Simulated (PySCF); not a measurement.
Isomers of C9H9FO.

All values: PBE0/pcSseg-1 (PySCF) at GFN2-xTB geometries, gas phase, one conformer each.

Problem. Rank by HOMO–LUMO gap, highest first.
A. `[CH3:1][C:2](=[O:3])[c:4]1[cH:5][cH:6][cH:7][c:8]([CH2:9][F:10])[cH:11]1` with C1–C2–C4–C5 0°, C7–C8–C9–F10 0°
B. `[CH2:1]=[CH:2][c:3]1[c:4]([OH:5])[cH:6][cH:7][cH:8][c:9]1[CH2:10][F:11]` with C1–C2–C3–C4 49°, C3–C4–O5–H 2°, C8–C9–C10–F11 -4°
C. `[CH3:1][c:2]1[cH:3][cH:4][cH:5][c:6]([C:7](=[O:8])[F:9])[c:10]1[CH3:11]` with C5–C6–C7–O8 -177°
D. `[CH3:1][O:2][C@:3]1([F:4])[CH2:5][c:6]2[cH:7][cH:8][cH:9][cH:10][c:11]21` with C1–O2–C3–F4 -68°

Solution. D (6.62 eV), A (5.74 eV), C (5.60 eV), B (5.38 eV).

Problem. Rank by LUMO energy, lowest first.
A. `[CH2:1]=[CH:2][c:3]1[c:4]([OH:5])[cH:6][cH:7][cH:8][c:9]1[CH2:10][F:11]` with C1–C2–C3–C4 49°, C3–C4–O5–H 2°, C8–C9–C10–F11 -4°
B. `[CH3:1][O:2][C@:3]1([F:4])[CH2:5][c:6]2[cH:7][cH:8][cH:9][cH:10][c:11]21` with C1–O2–C3–F4 -68°
C. `[CH3:1][c:2]1[cH:3][cH:4][cH:5][c:6]([C:7](=[O:8])[F:9])[c:10]1[CH3:11]` with C5–C6–C7–O8 -177°

Solution. C (-1.83 eV), A (-1.17 eV), B (-0.64 eV).

Problem. Rank by the lowest IAO charge on any atom, lowest value first.
A. `[CH3:1][C:2](=[O:3])[c:4]1[cH:5][cH:6][cH:7][c:8]([CH2:9][F:10])[cH:11]1` with C1–C2–C4–C5 0°, C7–C8–C9–F10 0°
B. `[CH3:1][O:2][C@:3]1([F:4])[CH2:5][c:6]2[cH:7][cH:8][cH:9][cH:10][c:11]21` with C1–O2–C3–F4 -68°
C. `[CH3:1][c:2]1[cH:3][cH:4][cH:5][c:6]([C:7](=[O:8])[F:9])[c:10]1[CH3:11]` with C5–C6–C7–O8 -177°

Solution. A (-0.479 e), C (-0.429 e), B (-0.365 e).

All values together:

```csv
SMILES,μ (D),HOMO (eV),LUMO (eV),lowest IAO charge (e),highest IAO charge (e),lowest Hirshfeld charge (e),highest Hirshfeld charge (e)
Cc1cccc(C(=O)F)c1C,4.11,-7.43,-1.83,-0.429 (C),+0.595 (C),-0.209 (O),+0.229 (C)
CC(=O)c1cccc(CF)c1,2.20,-7.48,-1.74,-0.479 (C),+0.382 (C),-0.231 (O),+0.163 (C)
C=Cc1c(O)cccc1CF,2.22,-6.55,-1.17,-0.476 (O),+0.358 (H),-0.185 (O),+0.147 (H)
CO[C@]1(F)Cc2ccccc21,1.85,-7.26,-0.64,-0.365 (O),+0.474 (C),-0.138 (O),+0.166 (C)
```

Conformers: `[CH3:1][c:2]1[cH:3][cH:4][cH:5][c:6]([C:7](=[O:8])[F:9])[c:10]1[CH3:11]` with C5–C6–C7–O8 -177°; `[CH3:1][C:2](=[O:3])[c:4]1[cH:5][cH:6][cH:7][c:8]([CH2:9][F:10])[cH:11]1` with C1–C2–C4–C5 0°, C7–C8–C9–F10 0°; `[CH2:1]=[CH:2][c:3]1[c:4]([OH:5])[cH:6][cH:7][cH:8][c:9]1[CH2:10][F:11]` with C1–C2–C3–C4 49°, C3–C4–O5–H 2°, C8–C9–C10–F11 -4°; `[CH3:1][O:2][C@:3]1([F:4])[CH2:5][c:6]2[cH:7][cH:8][cH:9][cH:10][c:11]21` with C1–O2–C3–F4 -68°.
